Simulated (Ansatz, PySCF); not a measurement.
This triplet is an excited state, 1.01 eV above the relaxed singlet at the level composite: frozen-core CCSD(T) with HF/cc-pVQZ and the correlation energy extrapolated as X^-3 from cc-pVTZ and cc-pVQZ, plus CCSDT(Q) minus CCSD(T) in cc-pVDZ // PBE0-D3(BJ)/def2-TZVP (Ansatz, a program for electronic structure).

```xyz
6

C     -0.5958     0.0480    -0.0178
Si     1.2149     0.5174    -0.2454
H     -1.2363     0.8540    -0.3803
H     -0.8193    -0.1181     1.0386
H     -0.8318    -0.8570    -0.5824
H      2.2684    -0.4442     0.1873
```

Charge 0, multiplicity 3.

Task: Give the Mulliken and meta-Löwdin atomic charges from PBE0-D3(BJ)/def2-TZVP (PySCF).

Result: 
```tsv
atom	Mulliken (e)	meta-Löwdin (e)
C1	-0.47	-0.56
Si2	-0.01	0.19
H3	0.15	0.14
H4	0.15	0.14
H5	0.15	0.14
H6	0.02	-0.05
```
